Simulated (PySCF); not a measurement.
Job file and geometry (Å, from GFN2-xTB) of an NMR shielding run on `[H]/N=C\C(=O)N(C)BNC`, C4H10BN3O, GIAO PBE0/pcSseg-1 NMR shielding, non-relativistic, gas phase (PySCF 2.14.0, density-fitted response routines); density fitting, a coarse starting grid and PySCF grid level 2 are the driver's defaults:

```
$ OMP_NUM_THREADS=1 python probes_run.py task.json out

{"job": {"kind": "nmr", "xc": "PBE0", "basis": "pcSseg-1"}, "charge": 0, "multiplicity": 1}
C     -3.341056    -0.213467    -0.117871
N     -1.953901     0.188701    -0.082084
B     -0.876471    -0.614021     0.247478
N      0.475943    -0.077787     0.227704
C      0.720883     1.332190    -0.018625
C      1.549996    -0.902435     0.401250
O      1.479524    -2.070171     0.728808
C      2.914891    -0.302629     0.140611
N      3.887282    -0.291740     0.932513
H     -3.933733     0.362516     0.598956
H     -3.415805    -1.267649     0.135804
H     -3.764286    -0.060038    -1.114509
H     -1.838581     1.157217    -0.342592
H     -1.034353    -1.733725     0.524649
H     -0.016170     1.927395     0.521030
H      1.708980     1.622431     0.339287
H      0.651022     1.566275    -1.085105
H      3.091946     0.070056    -0.867448
H      3.684084    -0.683871     1.853010
```

Problem. What does the program print?

Solution. 
```
coarse grid: 15904 points
cycle   1  E = -422.0553485217  dE =  1.362e+00  |g| = 9.140e-01  |ddm| = 3.803e+00
cycle   2  E = -421.4325451245  dE =  6.228e-01  |g| = 1.994e+00  |ddm| = 2.572e+00
cycle   3  E = -422.2158779663  dE = -7.833e-01  |g| = 2.217e-01  |ddm| = 2.003e+00
cycle   4  E = -422.2244315743  dE = -8.554e-03  |g| = 1.180e-01  |ddm| = 2.651e-01
cycle   5  E = -422.2269572137  dE = -2.526e-03  |g| = 3.833e-02  |ddm| = 9.425e-02
cycle   6  E = -422.2272787911  dE = -3.216e-04  |g| = 1.089e-02  |ddm| = 3.506e-02
cycle   7  E = -422.2273016459  dE = -2.285e-05  |g| = 3.596e-03  |ddm| = 8.862e-03
cycle   8  E = -422.2273042049  dE = -2.559e-06  |g| = 6.613e-04  |ddm| = 2.744e-03
final grid: 153944 points
cycle   9  E = -422.2831009141  dE = -2.994e-05  |g| = 1.384e-02  |ddm| = 3.016e-02
cycle  10  E = -422.2830029844  dE =  9.793e-05  |g| = 2.644e-02  |ddm| = 2.986e-02
cycle  11  E = -422.2831389053  dE = -1.359e-04  |g| = 3.169e-03  |ddm| = 2.128e-02
cycle  12  E = -422.2831408954  dE = -1.990e-06  |g| = 4.858e-04  |ddm| = 2.302e-03
cycle  13  E = -422.2831409386  dE = -4.325e-08  |g| = 2.453e-04  |ddm| = 5.263e-04
cycle  14  E = -422.2831409509  dE = -1.229e-08  |g| = 6.882e-05  |ddm| = 1.978e-04
cycle  15  E = -422.2831409519  dE = -9.644e-10  |g| = 2.484e-05  |ddm| = 6.171e-05
converged SCF energy = -422.2831409519

GIAO shielding tensors (ppm)
atom      isotropic    diamagn.    paramagn.     s11        s22        s33       span
  0 C      150.043     240.270     -90.227    129.072    134.557    186.500     57.428
  1 N      167.201     326.823    -159.622     88.183    194.527    218.894    130.711
  2 B       75.397     201.669    -126.272     43.420     73.560    109.212     65.793
  3 N      120.919     334.642    -213.723    -12.279    180.218    194.819    207.098
  4 C      154.200     249.477     -95.277    137.445    144.181    180.974     43.528
  5 C       11.494     245.277    -233.783    -81.907     34.293     82.095    164.002
  6 O     -126.118     401.393    -527.511   -446.034   -248.565    316.246    762.280
  7 C       11.416     257.276    -245.860   -105.941     20.620    119.570    225.511
  8 N     -106.508     317.415    -423.923   -459.043   -116.819    256.339    715.383
  9 H       28.558      26.466       2.093     23.680     26.671     35.324     11.644
 10 H       28.420      27.860       0.560     24.659     27.421     33.180      8.522
 11 H       28.569      26.829       1.741     23.739     26.664     35.304     11.565
 12 H       28.568      37.208      -8.640     20.544     31.408     33.752     13.208
 13 H       26.546      34.960      -8.414     23.510     26.739     29.389      5.879
 14 H       28.967      33.092      -4.126     24.746     28.742     33.412      8.667
 15 H       28.373      31.883      -3.510     23.764     28.701     32.655      8.891
 16 H       28.840      32.477      -3.637     25.440     26.122     34.958      9.518
 17 H       23.284      29.512      -6.228     19.920     22.915     27.017      7.098
 18 H       20.094      33.099     -13.005      8.955     24.791     26.537     17.583
```

Size and cost of the density-fitted run: 203 basis functions, 67 s wall time on 1 thread of an Arm Neoverse N1, shared host; peak memory 0.89 GiB.
